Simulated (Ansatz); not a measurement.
Input file for Ansatz (a program for electronic structure): U-CCSD(T)/def2-TZVPP on Br2Sb (SMILES [Br][Sb][Br]). Elements past Kr take the def2 small-core potentials; no spin–orbit coupling.

Ansatz 0.2 input:
```yaml
crystal:
  periodic: [false, false, false]
  atoms:
    - {symbol: Sb, position_ang: [0.00521885, 0.00515000, -1.08062866]}
    - {symbol: Br, position_ang: [1.92963808, -0.00626850, 0.54968462]}
    - {symbol: Br, position_ang: [-1.93485693, 0.00111850, 0.53094404]}
basis:
  gaussian:
    orbitals: def2-TZVPP
magnetization: {spin_polarized: true, initial_magnetization: 1}
correlation: {method: ccsd_t, electrons: outside_noble_gas}
scf: {omitted_lower_state_checks: [cluster_reference]}
```

Give the final energy of this run.

-5384.6522 hartree (reference determinant -5384.1845, T1 diagnostic 0.016).

How many basis functions does it have, and what does it roughly cost on one machine?

146 functions; about 40 core-seconds (a rough figure).
